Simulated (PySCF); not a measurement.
All values below come from PySCF 2.14.0 with TPSSh-D3(BJ)/def2-TZVP // B3LYP-D3(BJ)/def2-TZVP. Gas-phase values, no solvent. One relaxed conformer stands for a flexible species; it need not be the lowest. Excitations are Tamm–Dancoff values on a coarser integration grid. The basis has no diffuse functions, so Rydberg states are missing or too high.

Reference species (SMILES): `[H]/N=C(/C)N` (neutral, multiplicity 1).

The HOMO comes out as -6.22 eV, the S1–T1 gap (TDA) is 1.25 eV and the HOMO–LUMO gap is 6.60 eV.

Changed species: `C(=N/[H])/NC` (C–N–C–N torsion 6°).

### Question
What does the change do to the HOMO, S1–T1 gap (TDA) and HOMO–LUMO gap?

### Answer
the HOMO rises by 0.22 eV, to -6.00 eV; the S1–T1 gap (TDA) increases by 0.03 eV, to 1.28 eV; the HOMO–LUMO gap stays essentially unchanged.
